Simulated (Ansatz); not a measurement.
One change: `C=[C]([GeH3])Br` becomes `C=[CH][GeH3]`.

Ansatz, PBE0-D4/def2-TZVP geometries, multiplicity 1. 

Scalar relativity is left out up to krypton.

```csv
property,`C=[C]([GeH3])Br`
HOMO–LUMO gap (PBE0/def2-TZVPP) / eV,6.83
HOMO energy (ωB97M-V/def2-TZVPP) / eV,-9.65
size of the dipole moment (PBE/def2-TZVPP) / D,1.31
size of the dipole moment (B3LYP/def2-TZVPP) / D,1.42
LUMO energy (PBE0/def2-TZVPP) / eV,-0.66
HOMO–LUMO gap (PBE/def2-TZVPP) / eV,4.73
```

(1) What does the change do to each property? (Best estimate.)

Answers

(1) Ansatz gave: 
| property | `C=[CH][GeH3]` | shift |
| --- | --- | --- |
| HOMO–LUMO gap (PBE0/def2-TZVPP) / eV | 7.64 | 0.81 |
| HOMO energy (ωB97M-V/def2-TZVPP) / eV | -10.17 | -0.52 |
| size of the dipole moment (PBE/def2-TZVPP) / D | 0.60 | -0.71 |
| size of the dipole moment (B3LYP/def2-TZVPP) / D | 0.60 | -0.82 |
| LUMO energy (PBE0/def2-TZVPP) / eV | -0.30 | 0.36 |
| HOMO–LUMO gap (PBE/def2-TZVPP) / eV | 5.49 | 0.76 |

With PBE0 the HOMO falls by 0.46 eV and the LUMO rises by 0.36 eV, so the gap widens by about 0.82 eV. PBE moves the HOMO by -0.47 eV and ωB97M-V by -0.52 eV. Dipoles are sizes alone; their direction can turn.

B3LYP here is the variant with VWN-RPA as its local correlation; programs differ in this.

Spin–orbit coupling is left out; it splits and shifts lone-pair levels of the heavy atoms by tenths of an eV.
